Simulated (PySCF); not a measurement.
1,2-dihydrosiline (C5H8Si), SMILES C1=CC[SiH2]C=C1. Coordinates come from a PBE-D3(BJ)/def2-SVP optimisation. One conformer was computed; it need not be the lowest.

**Question.** Give the equilibrium geometry at PBE-D3(BJ)/def2-SVP (PySCF confirms it by a frequency run) as Cartesian coordinates in Å. (The exact figures need the calculation; the answer reports its results.)

**Answer.** One answer among several that fit: 
```xyz
14

C      0.9429     1.3761    -0.4886
C     -0.3727     1.4011    -0.8275
C     -1.4169     0.4235    -0.3521
Si    -0.6917    -1.2325     0.2555
C      1.0542    -0.8015     0.7809
C      1.6022     0.3708     0.3545
H      1.5858     2.1895    -0.8629
H     -0.7234     2.2319    -1.4653
H     -1.9680     0.8858     0.5015
H     -2.1901     0.2635    -1.1325
H     -1.5121    -1.7838     1.3923
H     -0.6893    -2.2782    -0.8353
H      1.6767    -1.4803     1.3881
H      2.6456     0.6063     0.6345
```
